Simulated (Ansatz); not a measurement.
Ba₅S₄, relaxed as a singlet with RKS r2SCAN-D4/def2-SVP in Ansatz, starting from the GFN2-xTB geometry. Force threshold 0.02 eV/Å.

In the def2 sets Ba takes a core potential; there is no spin–orbit coupling. The restricted singlet is unstable towards broken spin symmetry at other levels; at r2SCAN-D4/def2-SVP this wasn't settled. The structure comes from a short search, and lower isomers may exist.

Start:

```csv
atom,x (Å),y (Å),z (Å)
Ba1,2.360,-4.425,-4.304
Ba2,1.177,-0.663,-3.104
Ba3,-0.038,-3.171,-0.285
Ba4,-1.438,2.440,3.826
Ba5,-0.513,2.619,0.381
S6,0.168,1.522,-1.964
S7,1.232,-3.257,-2.488
S8,-1.615,0.315,5.812
S9,-1.332,4.619,2.126
```

Problem. Estimate the energy that the relaxation releases and the steps that it takes.

Solution. 866.2 kJ/mol, in 46 steps; 11 min on 4 threads of Arm Neoverse V2 on a shared host. The force fell under the threshold at step 43, but the optimiser went on. No frequencies were taken in this run, so the end may be a saddle point.

Problem. Does the start keep its bonding?

Solution. Bonds formed: Ba3–S6, Ba3–S8, Ba5–S8 (atoms count from 1). Metal–metal contacts that move far: Ba3–Ba5 5.85 to 4.32 Å.

Problem. Predict the relaxed structure.

Solution. 
Cartesian coordinates in Å:
```
Ba 0.738 -4.707 -3.327
Ba 1.528 -0.493 -3.604
Ba 0.006 -1.521 0.203
Ba -2.080 1.626 4.197
Ba -0.048 2.766 0.756
S 0.023 0.858 -1.577
S 2.002 -2.691 -1.748
S -0.132 0.324 2.524
S -2.035 3.838 2.576
```
Bond lengths (bridged metal pairs left out): 11 × Ba–S 2.74 to 3.03 Å.
